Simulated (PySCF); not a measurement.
# SMILES C[Se]C(Cl)=C=CCl, C4H4Cl2Se

Geometry (Å), atoms numbered from 1 in this order:
```xyz
11

C    -1.580   -0.588   -0.180
Se   -1.748    1.016    0.891
C     0.089    1.497    0.886
Cl    0.411    2.892    1.867
C     1.035    0.867    0.236
C     1.941    0.183   -0.412
Cl    2.766   -1.187    0.272
H    -1.227   -0.338   -1.189
H    -0.888   -1.292    0.302
H    -2.584   -1.029   -0.236
H     2.259    0.408   -1.435
```

Method: TDDFT CAM-B3LYP/aug-cc-pVDZ circular dichroism and optical rotation, one conformer, gas phase (PySCF). Geometry: PBE0-D3(BJ)/def2-SVP.

The calculation is non-relativistic, which matters for the atoms heavier than Zn. No stereocentre is labelled: unless the shape is locked (an allene, a helicene, a hindered biaryl), the mirror image is equally populated and a measured rotation or CD is zero. Singlets 10 and 11 lie within 0.01 eV of each other, so their separate moments and overlaps can depend on how they mix.

**Question.** Which excitations and rotatory strengths does the calculation give?

**Answer.** Rotatory strengths R in 10⁻⁴⁰ esu² cm², velocity form and length form (origin at the centre of mass); f in length form.
| state | E (eV) | λ (nm) | f | R (velocity) | R (length) | main |
| --- | --- | --- | --- | --- | --- | --- |
| 1 | 4.04 | 307 | 0.0005 | +1.3 | +1.3 | HOMO→LUMO 0.89 |
| 2 | 4.99 | 248 | 8e-05 | -2.5 | -2.5 | HOMO→LUMO+5 0.28, HOMO→LUMO+2 0.22 |
| 3 | 5.13 | 242 | 0.162 | -42.3 | -42.5 | HOMO→LUMO+1 0.82 |
| 4 | 5.25 | 236 | 0.009 | +27.4 | +27.7 | HOMO−1→LUMO+1 0.85 |
| 5 | 5.70 | 217 | 0.007 | -0.7 | -0.5 | HOMO→LUMO+2 0.54, HOMO→LUMO+5 0.17 |
| 6 | 5.79 | 214 | 0.021 | +4.7 | +4.7 | HOMO→LUMO+4 0.75 |
| 7 | 5.99 | 207 | 0.031 | -27.3 | -27.3 | HOMO−2→LUMO 0.67 |
| 8 | 6.11 | 203 | 0.451 | -73.2 | -72.4 | HOMO−1→LUMO 0.68, HOMO−2→LUMO+1 0.10 |
| 9 | 6.42 | 193 | 0.006 | +6.9 | +6.9 | HOMO→LUMO+3 0.63, HOMO→LUMO+5 0.19 |
| 10 | 6.70 | 185 | 0.046 | +35.0 | +34.9 | HOMO→LUMO+6 0.52, HOMO→LUMO+5 0.13 |
| 11 | 6.71 | 185 | 0.010 | -19.8 | -20.0 | HOMO−1→LUMO+2 0.48, HOMO−1→LUMO+3 0.24 |
| 12 | 6.75 | 184 | 0.364 | -9.3 | -9.0 | HOMO−2→LUMO+1 0.60 |

Among the states computed, the strongest CD band (largest |R|) is state 8. The largest dissymmetry factor in size, g = 4R/(D+G), with D and G the electric and magnetic dipole strengths, is -0.27 for state 2 (velocity form, f = 7e-05), among bands with |R| over 0.5. The mirror image has the same energies and oscillator strengths and all R with the opposite sign.
